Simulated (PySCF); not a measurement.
**Deuteron quadrupole couplings in `C[C@@H](CF)[C@H](O[SiH3])C(=O)O`**

Species: C5H11FO3Si.
Structure used (GFN2-xTB), in Å, numbered top down from 1:
```xyz
21
C5H11FO3Si angstrom
C     -1.1296   -0.3584    1.2931
C     -0.9243   -0.7072   -0.1772
C     -2.1320   -0.2803   -1.0051
F     -2.0199   -0.7391   -2.2951
C      0.3944   -0.1087   -0.7362
O      1.4612   -0.8904   -0.3500
Si     2.7300   -0.6132    0.6381
C      0.5809    1.3290   -0.3004
O      1.4426    1.6928    0.4532
O     -0.3000    2.1683   -0.8447
H     -1.9524   -0.9363    1.7075
H     -1.3574    0.6993    1.4144
H     -0.2286   -0.5871    1.8557
H     -0.8060   -1.7913   -0.2775
H     -3.0513   -0.7134   -0.5977
H     -2.2211    0.8080   -1.0661
H      0.3344   -0.1204   -1.8361
H      3.6829    0.3610    0.1164
H      3.2652   -1.9693    0.5462
H      2.3451   -0.3056    2.0149
H     -0.1229    3.0791   -0.5539
```

Level: PBE0/pcSseg-1 (PySCF, non-relativistic); Q(2H) = 0.00286 b; rigid geometry, the same for H and D, with no vibrational averaging.

Task: Rank these positions by the coupling χzz of a deuteron there, largest first.
A. H20 (Si–H hydrogen)
B. H17 (methine hydrogen)
C. H11 (methyl hydrogen)
D. H21 (acid proton)
E. H16 (methylene hydrogen)
F. H14 (methine hydrogen)

Result: D (286 kHz), C (212 kHz), F (195 kHz), E (191 kHz), B (182 kHz), A (109 kHz).

Task: Tabulate Vzz, the asymmetry η and χzz = 234.96 MHz × Q × Vzz for every hydrogen position.

Result: 
| atom | bonded to | bond length (Å) | Vzz (au) | η | χzz (kHz) |
| --- | --- | --- | --- | --- | --- |
| H11 | C1 | 1.088 | 0.3148 | 0.02 | 212 |
| H12 | C1 | 1.089 | 0.3109 | 0.03 | 209 |
| H13 | C1 | 1.087 | 0.3129 | 0.02 | 210 |
| H14 | C2 | 1.095 | 0.2904 | 0.02 | 195 |
| H15 | C3 | 1.095 | 0.2893 | 0.08 | 194 |
| H16 | C3 | 1.094 | 0.2838 | 0.08 | 191 |
| H17 | C5 | 1.102 | 0.2716 | 0.05 | 182 |
| H18 | Si7 | 1.459 | 0.1637 | 0.06 | 110 |
| H19 | Si7 | 1.461 | 0.1631 | 0.02 | 110 |
| H20 | Si7 | 1.462 | 0.1617 | 0.07 | 109 |
| H21 | O10 | 0.972 | 0.4261 | 0.10 | 286 |

Task: Average by the element that carries the hydrogen.

Result: on C: 199 kHz over 7 positions, mean bond length 1.093 Å; on Si: 109 kHz over 3 positions, mean bond length 1.461 Å; on O: 286 kHz over 1 position, mean bond length 0.972 Å.

Task: How does χzz go with the bond length over the 7 C–H bonds?

Result: A straight-line fit has a slope of -20.3 kHz for each 0.01 Å, with a correlation coefficient of -0.96, over lengths from 1.087 to 1.102 Å. The longer bonds have the smaller couplings here.

Task: Give the 2H NMR doublet splittings at H13 for a magnetic field along the z, y and x axes of the gradient: 3χ/2, 3χ(1 + η)/4, 3χ(1 − η)/4.

Result: With |χ| = 210.3 kHz and η = 0.023: 315, 161 and 154 kHz, to first order and without motion.

The structure is a single GFN2-xTB conformer in the gas phase; no vibrational or solvent corrections. GFN2-xTB bond lengths can be off by several hundredths of an ångström, more for odd bonds, and the gradients follow them. With so small a basis the couplings can be 20 % off.
